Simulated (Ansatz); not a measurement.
Species: sum formula TaO₂Cl, charge 0, multiplicity 1. 
Geometry from a B3LYP-D3(BJ)/def2-TZVP (Ansatz, a first-principles code) optimisation:
```
Ta
O 1 1.7367
O 1 1.7367 2 106.71
Cl 1 2.3301 2 110.37 3 -119.93
```

CCSD(T) with Ansatz in growing basis sets, 24 correlated electrons. Cores are frozen in the correlated levels unless marked. UHF or UKS for open shells. No spin-orbit coupling. Frozen are the shells of the preceding noble gas and the d and f shells that filled before the atom's block. Past Kr the def2 sets carry scalar-relativistic core potentials. Costs are ratios of core time to the smallest set, on shared machines of one kind, and rough; they hold the program's checks for lower states.

```csv
basis,functions,cost over smallest,E(corr) (Eh),electronic atomisation energy (kcal/mol)
def2-SVPD,108,1×,-0.7366,418.4
def2-TZVPPD,190,5×,?,?
```

Task: What does the step to def2-TZVPPD buy, and how does its cost grow by formal scaling?

Result: Formally CCSD grows as o²v⁴ and (T) as o³v⁴; with o = 12 and v going from 85 to 167 both grow 15-fold in the last step, while integrals and the mean field grow more slowly. That step adds 157.0 mEh of correlation energy and 22.2 kcal/mol to the atomisation energy. Row: E(corr) (Eh) -0.8937, electronic atomisation energy (kcal/mol) 440.6.
